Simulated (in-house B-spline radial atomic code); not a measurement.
Configurations of Gd+, with energies counted from [Xe] 4f7 5d1 6s1. Level of theory: Dirac-Hartree-Fock, average of configuration, Fermi nucleus of rms radius 5.1569 fm; calculated with a radial B-spline atomic code at the basis-set limit. Energies include first-order Breit, QED and recoil terms.

Occupations are held fixed; configurations that lie above the ionisation limit could autoionise.

```tsv
configuration	E - E(ref) (eV)	highest orbital	its <r> (bohr)
[Xe] 4f6 5d2 6s1	6.7148	6s1/2	3.724
[Xe] 4f7 6s1 10p1	10.396	10p3/2	32.87
[Xe] 4f7 6s1 9g1	10.958	9g7/2	55.65
[Xe] 4f7 6s1 10g1	11.085	10g7/2	69.89
[Xe] 4f6 5d1 6s1 8p1	17.12	8p3/2	15.62
```

Problem. Order these further configurations by energy, lowest first.
A. [Xe] 4f8 6s1
B. [Xe] 4f7 6s1 7d1
C. [Xe] 4f6 5d1 6s1 10g1
D. [Xe] 4f6 5d1 6s1 10p1
E. [Xe] 4f7 6s1 7p1

Solution. A (-0.85289 eV), E (7.4275 eV), B (8.9007 eV), D (18.458 eV), C (19.159 eV).

Problem. How far above the reference does [Xe] 4f7 5d1 7p1 lie?

Solution. 7.0484 eV; its least bound orbital is 7p3/2 with <r> = 9.89 bohr.

Problem. Is the reference the lowest configuration at this level of theory?

Solution. No: [Xe] 4f8 6s1 lies 0.8529 eV lower. Averages of configurations without correlation can order differently from the measured ground levels.
